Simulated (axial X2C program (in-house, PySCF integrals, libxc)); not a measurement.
Correcting the dissociation energy of SnB for spin–orbit coupling

A spin-free CCSD(T) curve (one-electron X2C) was computed with an axial X2C code built on PySCF integrals, basis Sn dyall-cv3z [11s12p9d4f1g], B dyall-v3z [7s6p2d1f] (cores contracted in-house), for the state M_S = 3/2, Λ = 0 (beyond evenly filled blocks: σα, π+α, π-α). It gives D0 = 2.361 eV to Sn + B, which in a spin-free picture are the weighted means of the ground terms.

Correlated methods: 7 electrons correlated (number of frozen shells: Sn 4 s, 3 p, 2 d; B 1 s), 237 virtual spin orbitals or spinors in MP2, 89 natural virtuals in coupled cluster.

Measured levels of the ground terms (NIST Handbook of Basic Atomic Spectroscopic Data), in cm⁻¹: Sn 3P: J = 0 at 0, J = 1 at 1691.8, J = 2 at 3427.7; B 2P: J = 1/2 at 0, J = 3/2 at 15.3.

The molecular state has Λ = 0, so it has no first-order lowering.

**Question.** How far does each ground level lie under the (2J+1)-weighted mean of its term?

**Answer.** Sn: (1 × 0 + 3 × 1691.8 + 5 × 3427.7)/9 = 2468 cm⁻¹; B: (2 × 0 + 4 × 15.3)/6 = 10 cm⁻¹.

**Question.** Correct D0.

**Answer.** D0 = 2.361 + (0 − 2478)/8065.5 = 2.054 eV at CCSD(T) with these spin–orbit terms.

Second-order spin–orbit effects in the molecule, which grow quickly with Z, are left out. The state is a single determinant with fixed occupations, the lowest that a limited PBE0 search found. De is counted from the lowest determinant-based energies of the atoms at the same level, without counterpoise correction. CCSD and (T) use frozen natural virtuals with an MP2 correction for the truncation; (T) itself is uncorrected, so its De runs slightly low. Other states lie close and PBE0, whose exact exchange favours high spin, may order them wrongly; the determinant shown need not be the ground state. The nearest other spin-free determinant of the search, M_S = 1/2, Λ = 0, lies 0.32 eV up at the distance of the search. With the outer-core shells frozen, correlated bond lengths of heavy atoms tend to come out a few hundredths of an ångström too long.
